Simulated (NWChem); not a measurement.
Program: NWChem. System: H₄PSi, charge 0, spin multiplicity 4, at the geometry of a parent with another charge or spin, in a state set for the comparison that need not be this species' ground state. Its SCF solution wasn't tested for a lower state. Level: ROCCSD(T)/def2-TZVP, 10 core orbitals frozen.

The NWChem input:

```
start mol
memory heap 100 mb stack 700 mb global 1900 mb
geometry units angstroms nocenter noautoz
  Si    -0.414670     1.074888     0.000000
  P      0.427674    -1.036914     0.000000
  H      0.098396     1.787225     1.215307
  H      0.098396     1.787225    -1.215307
  H     -0.403265    -1.534583     1.050196
  H     -0.403265    -1.534583    -1.050196
  symmetry group Cs
end
basis spherical
  * library def2-tzvp
end
scf
  rohf
  nopen 3
  maxiter 100
  thresh 1e-7
  semidirect memsize 60000000 filesize 0
  # guess.movecs holds the orbitals of an unrestricted PBE0 run
  vectors input guess.movecs swap 15 16 output mol.movecs
end
tce
  freeze core 10
  ccsd(t)
  2eorb
  2emet 13
  thresh 1e-6
  maxiter 100
  tilesize 24
end
task tce energy
```

Output (cleaned and shortened):

```
             Northwest Computational Chemistry Package (NWChem) 7.3.0
             --------------------------------------------------------

                                NWChem Input Module
                                -------------------

 Scaling coordinates for geometry "geometry" by  1.889725989
 (inverse scale =  0.529177249)

 Turning off AUTOSYM since
 SYMMETRY directive was detected!

                             Geometry "geometry" -> ""
                             -------------------------

 Output coordinates in angstroms (scale by  1.889725989 to convert to a.u.)

  No.       Tag          Charge          X              Y              Z
 ---- ---------------- ---------- -------------- -------------- --------------
    1 Si                  14.0000    -0.41467000     1.07488800     0.00000000
    2 P                   15.0000     0.42767400    -1.03691400     0.00000000
    3 H                    1.0000     0.09839600     1.78722500     1.21530700
    4 H                    1.0000     0.09839600     1.78722500    -1.21530700
    5 H                    1.0000    -0.40326500    -1.53458300     1.05019600
    6 H                    1.0000    -0.40326500    -1.53458300    -1.05019600

 Effective nuclear repulsion energy (a.u.)      81.3196649161

            Nuclear Dipole moment (a.u.)
            ----------------------------
        X                 Y               Z
 ---------------- ---------------- ----------------
    -0.0000151178     0.0000113384     0.0000000000

      Symmetry information
      --------------------

 Group name             Cs
 Group number              2
 Group order               2
 No. of unique centers     4

      Symmetry unique atoms

     1    2    3    5


 Summary of "ao basis" -> "" (spherical)
 ------------------------------------------------------------------------------
       Tag                 Description            Shells   Functions and Types
 ---------------- ------------------------------  ------  ---------------------
 *                         def2-tzvp                  on all atoms

 Summary of "ao basis" -> "ao basis" (spherical)
[...]
   4    beta      a'     3 doubles       8       4
   5    beta      a"     2 doubles      11       5
   6    alpha     a'    24 doubles      13       6
   7    alpha     a'    24 doubles      37       7
   8    alpha     a"    16 doubles      61       8
   9    alpha     a"    16 doubles      77       9
  10    beta      a'     3 doubles      93      10
  11    beta      a'    24 doubles      96      11
  12    beta      a'    24 doubles     120      12
  13    beta      a"    16 doubles     144      13
  14    beta      a"    16 doubles     160      14

 Global array virtual files algorithm will be used

 Parallel file system coherency ......... OK

 4-electron integrals stored in orbital form

 v2    file size   =          6739118
 4-index algorithm nr.  13 is used
 imaxsize =       30
 imaxsize ichop =        0


CCSD iterations
 ---------------------------------------------------------
 Iter          Residuum       Correlation     Cpu    Wall
 ---------------------------------------------------------
    1   0.1382532546026  -0.2494284368737     0.9     0.9
    2   0.0397888785305  -0.2748871948129     0.9     0.9
    3   0.0179826373045  -0.2821212873652     0.9     0.9
    4   0.0079223946172  -0.2841489222652     0.9     0.9
    5   0.0090190307776  -0.2848743508384     0.9     0.9
    6   0.0037497610116  -0.2853712519600     0.9     0.9
    7   0.0040188530170  -0.2854933284808     0.9     0.9
    8   0.0023697597817  -0.2855659597147     0.9     0.9
    9   0.0030141215134  -0.2855902039245     0.9     0.9
   10   0.0017036817286  -0.2856537241367     0.9     0.9
   11   0.0006822756244  -0.2858137653012     0.9     0.9
   12   0.0007725026727  -0.2858262354791     0.9     0.9
   13   0.0003415161610  -0.2858274406380     0.9     0.9
   14   0.0006530951225  -0.2858216807455     0.9     0.9
   15   0.0002643120778  -0.2858248305217     0.9     0.9
   16   0.0001445928689  -0.2858170474474     0.9     0.9
   17   0.0002461963743  -0.2858245961947     0.9     0.9
   18   0.0001082200358  -0.2858278589050     0.9     0.9
   19   0.0002337254635  -0.2858308231914     0.9     0.9
   20   0.0001213716260  -0.2858323881406     0.9     0.9
   21   0.0000278311875  -0.2858417880355     0.9     0.9
   22   0.0000235118709  -0.2858422378898     0.9     0.9
   23   0.0000125652260  -0.2858420511337     0.9     0.9
   24   0.0000195568263  -0.2858419106017     0.9     0.9
   25   0.0000104807619  -0.2858418294770     0.9     0.9
   26   0.0000046446956  -0.2858415849076     0.9     0.9
   27   0.0000080951699  -0.2858417786739     0.9     0.9
   28   0.0000033938501  -0.2858418645675     0.9     0.9
   29   0.0000075541419  -0.2858419594968     0.9     0.9
   30   0.0000036582517  -0.2858420010207     0.9     0.9
   31   0.0000008409080  -0.2858423255948     0.9     0.9
 -----------------------------------------------------------------
 Iterations converged
 CCSD correlation energy / hartree =        -0.285842325594789
 CCSD total energy / hartree       =      -632.051269433905532

 Singles contributions
    19a'  (alpha) ---    18a'  (alpha)        0.1225238126

 Doubles contributions
 CCSD(T)
 Using plain CCSD(T) code
             total no. of tasks          740
 total no. of tasks / no. procs          740
                         wl_min          324           2.6
                         wl_max       373248           8.5
        thresh for no. of tasks          740

 CCSD[T]  correction energy / hartree =        -0.012150092416755
 CCSD[T] correlation energy / hartree =        -0.297992418011544
 CCSD[T] total energy / hartree       =      -632.063419526322264
 CCSD(T)  correction energy / hartree =        -0.011801181861972
 CCSD(T) correlation energy / hartree =        -0.297643507456761
 CCSD(T) total energy / hartree       =      -632.063070615767515

 Task  times  cpu:       62.2s     wall:       62.2s

 Total times  cpu:       62.2s     wall:       62.2s
```
